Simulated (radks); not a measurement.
Spin polarisation of the 4p1 shell in neutral gallium. Start: [Ar] 3d10 4s2 4p(up 0.5, down 0.5); electrons of 4p are moved from spin down to spin up, other shells keep equal spins. Calculated with a radial shooting solver on a logarithmic mesh with Libxc functionals: non-relativistic Kohn-Sham, PBE, spin-polarised, spherical densities, point nucleus.

moment (Bohr magnetons)	E - E(0) (eV)	e(4p up) (eV)	e(4p down) (eV)	4s down minus up (eV)
0	0.000	-2.616	-2.616	0.000
0.25	-0.011	-2.702	-2.521	0.174
0.5	-0.045	-2.779	-2.414	0.349
0.75	-0.103	-2.847	-2.295	0.524
1	-0.184	-2.907	-2.150	0.701

At moment 1 the spin-polarisation energy is -0.184 eV and the 4p exchange splitting 0.757 eV, that is 0.757 eV per Bohr magneton; E = -I m^2/4 would give I = 0.737 eV.
